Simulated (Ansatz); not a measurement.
Geometry optimisation, DFT PBE, scalar-relativistic, plane waves, PAW in Ansatz 0.2.0.

Input:

```yaml
crystal:
  lattice:
    - [7.447635, 0.0, 0.0]
    - [0.0, 7.447635, 0.0]
    - [0.0, 0.0, 7.447635]
  atoms:
    - { symbol: C, position: [0.9612713, 1.0041705, 0.459971] }
    - { symbol: C, position: [0.8722328, 0.9658143, 0.6304795] }
    - { symbol: "N", position: [0.8004114, 0.9348751, 0.7680173] }
    - { symbol: H, position: [1.0586752, 1.1123302, 0.4771759] }
    - { symbol: H, position: [1.0312357, 0.884784, 0.4116603] }
    - { symbol: H, position: [0.8625541, 1.0449708, 0.3596101] }
    - { symbol: C, position: [0.4332934, 0.4451038, 0.2455051] }
    - { symbol: C, position: [0.2682022, 0.4841663, 0.3439491] }
    - { symbol: "N", position: [0.1350342, 0.5156754, 0.4233572] }
    - { symbol: H, position: [0.5031881, 0.5697201, 0.2128315] }
    - { symbol: H, position: [0.5217916, 0.3611729, 0.3267809] }
    - { symbol: H, position: [0.4021904, 0.3743002, 0.121] }
    - { symbol: C, position: [0.1979083, 0.5194291, 0.7749162] }
    - { symbol: C, position: [0.1613294, 0.6489421, 0.9176067] }
    - { symbol: "N", position: [0.1318237, 0.7534114, 1.0327056] }
    - { symbol: H, position: [0.3001982, 0.5720466, 0.6840854] }
    - { symbol: H, position: [0.2459552, 0.3934167, 0.8323134] }
    - { symbol: H, position: [0.075775, 0.4929661, 0.6983316] }
    - { symbol: C, position: [0.52375, 0.9394282, 0.3598587] }
    - { symbol: O, position: [0.6194799, 0.8530411, 0.2681032] }
    - { symbol: O, position: [0.42802, 1.0258152, 0.4516142] }
    - { symbol: C, position: [0.7669912, 0.3462808, 0.8869485] }
    - { symbol: O, position: [0.8026378, 0.4630941, 0.7863006] }
    - { symbol: O, position: [0.7313446, 0.2294675, 0.9875964] }
    - { symbol: C, position: [0.1852028, 0.1076845, 0.9186748] }
    - { symbol: O, position: [0.1609913, 0.1741008, 1.0602683] }
    - { symbol: O, position: [0.2094142, 0.0412683, 0.7770814] }
basis:
  ecutwfc: 420.0
kpoints:
  mp_grid: { grid: [1, 1, 1] }
hamiltonian:
  xc: pbe
scf:
  occupations: { method: fermi_dirac, width: 0.02 }
  lower_state_search: "off"
relax:
  f_tol: 0.3
  max_steps: 15
  adjacent_minimum: "off"
output:
  write_density: true
  write_potential: true
  elf: true
  volumetric_format: npy
```

Launched with:

```bash
$ ansatz run input.yaml --threads 1 --pin off --max-ram 3072MiB --backend cpu --events-out ev --progress --plain --runs-dir out
```

Where does it end, and by what steps?

It did not converge within its limit. Limits of this set-up: coarse k mesh. After 14 steps the energy has fallen by 0.978 eV; H16 moved furthest, 1.96 Å.

| step | energy less start (eV) | largest force component (eV/Å) | accepted |
| --- | --- | --- | --- |
| 0 | 0.0000 | 1.664 | yes |
| 1 | -0.3713 | 0.426 | yes |
| 2 | -0.5325 | 0.474 | yes |
| 3 | -0.6215 | 0.688 | yes |
| 4 | -0.7015 | 0.801 | yes |
| 5 | -0.7668 | 0.595 | yes |
| 6 | -0.8155 | 0.396 | yes |
| 7 | -0.8403 | 0.396 | yes |
| 8 | -0.8600 | 0.340 | yes |
| 9 | -0.8820 | 0.550 | yes |
| 10 | -0.9046 | 0.745 | yes |
| 11 | -0.9280 | 0.728 | yes |
| 12 | -0.9468 | 0.661 | yes |
| 13 | -0.9628 | 0.493 | yes |
| 14 | -0.9780 | 0.555 | yes |

```xyz
27
Lattice="7.4476 0.0000 0.0000 0.0000 7.4476 0.0000 0.0000 0.0000 7.4476" Properties=species:S:1:pos:R:3
C 7.176 6.797 3.201
C 6.181 6.787 4.250
N 5.365 6.779 5.079
H 8.161 7.063 3.610
H 7.238 5.810 2.724
H 6.915 7.538 2.434
C 2.951 3.101 2.356
C 1.667 3.175 3.022
N 0.647 3.245 3.578
H 3.202 4.063 1.897
H 3.738 2.837 3.075
H 2.928 2.328 1.582
C 2.638 4.985 5.977
C 1.875 5.544 7.070
N 1.275 6.009 7.953
H 3.469 5.659 5.712
H 3.058 4.014 6.267
H 1.981 4.831 5.109
C 3.688 6.777 2.252
O 4.383 6.002 1.718
O 3.004 7.550 2.798
C 4.951 1.885 6.557
O 5.113 2.465 5.554
O 4.774 1.330 7.575
C 1.112 1.494 6.475
O 0.381 2.019 7.236
O 1.861 0.996 5.715
```

Time of the run: 59 s on 1 thread of Arm Neoverse V1, with other jobs on the host, peak memory 0.43 GiB.
